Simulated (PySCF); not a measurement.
Positional isomers: silole fluoro. Gas-phase values, no solvent. Strings in code marks are SMILES.

The dipole moment from two functionals at the same geometries (PBE0-D3(BJ)/def2-TZVP), both in PySCF: PBE-D3(BJ)/def2-TZVP and ωB97X-D3(BJ)/def2-TZVP. 

```tsv
species	PBE-D3(BJ)/def2-TZVP (D)	ωB97X-D3(BJ)/def2-TZVP (D)
`FC1=CC=C[SiH2]1`	1.29	1.52
`C1(F)=C[SiH2]C=C1`	0.96	1.10
`F[SiH]1C=CC=C1`	1.90	2.01
```

Over these rows, drawn at random from the members with no instability flagged (it was tested for open shells, ions and some series alone), PBE minus ωB97X-D3(BJ): mean -0.16 D, from -0.23 D to -0.11 D.
